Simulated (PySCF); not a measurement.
Au2 (SMILES [Au][Au]), singlet, at a GFN2-xTB geometry (such geometries of metal compounds can be far from the true shape) (core potentials on Au). Base run: HF/def2-SVP (PySCF).

PySCF was given this input:
```python
from pyscf import gto, scf

mol = gto.Mole()
mol.atom = '''
    Au   -0.000000   -0.000000   -1.248439
    Au    0.000000    0.000000    1.248439
'''
mol.basis = 'def2-svp'
mol.ecp = {'Au': 'def2-svp'}
mol.charge = 0
mol.spin = 0
mol.verbose = 4
mol.build()

mf = scf.RHF(mol)
mf.kernel()
```

Variants of this job, named by their change:

| change | basis functions | E (Eh) | HOMO (eV) | HOMO-LUMO gap (eV) |
|---|---|---|---|---|
| base | 64 | -269.59260 | -7.92 | 7.74 |
| basis = ANO-RCC-VDZP; relativity = spin-free X2C; nucleus = Gaussian (with mol.nucmod = 'G'; without mol.ecp = {'Au': 'def2-svp'}) | 118 | -38016.23248 | -7.99 | 7.87 |
| basis = ANO-RCC-VDZP; relativity = none (without mol.ecp = {'Au': 'def2-svp'}) | 118 | -30685.46473 | -2.55 | 3.72 |
| basis = ANO-RCC-VDZP; relativity = spin-free X2C (without mol.ecp = {'Au': 'def2-svp'}) | 118 | -38023.79044 | -8.00 | 7.87 |
| basis = x2c-SVPall; relativity = none (without mol.ecp = {'Au': 'def2-svp'}) | 132 | -31059.22516 | -3.28 | 4.57 |
| basis = jorge-DZP-DKH; relativity = none (without mol.ecp = {'Au': 'def2-svp'}) | 126 | -34752.77637 | -3.90 | 4.00 |
| basis = jorge-DZP-DKH; relativity = spin-free X2C; nucleus = Gaussian (with mol.nucmod = 'G'; without mol.ecp = {'Au': 'def2-svp'}) | 126 | -37951.13819 | -8.03 | 7.79 |
| basis = x2c-SVPall; relativity = spin-free X2C (without mol.ecp = {'Au': 'def2-svp'}) | 132 | -38021.91812 | -7.96 | 7.78 |
| basis = x2c-SVPall; relativity = spin-free X2C; nucleus = Gaussian (with mol.nucmod = 'G'; without mol.ecp = {'Au': 'def2-svp'}) | 132 | -38015.68899 | -7.95 | 7.78 |
| basis = jorge-DZP-DKH; relativity = spin-free X2C (without mol.ecp = {'Au': 'def2-svp'}) | 126 | -37956.70449 | -8.03 | 7.79 |

Total energies compare only within one method and basis.

Basis sets contracted for a relativistic Hamiltonian are a mismatch without it, so the rows without relativity aren't non-relativistic limits. No row has spin-orbit coupling; sets with core potentials leave out the core electrons.
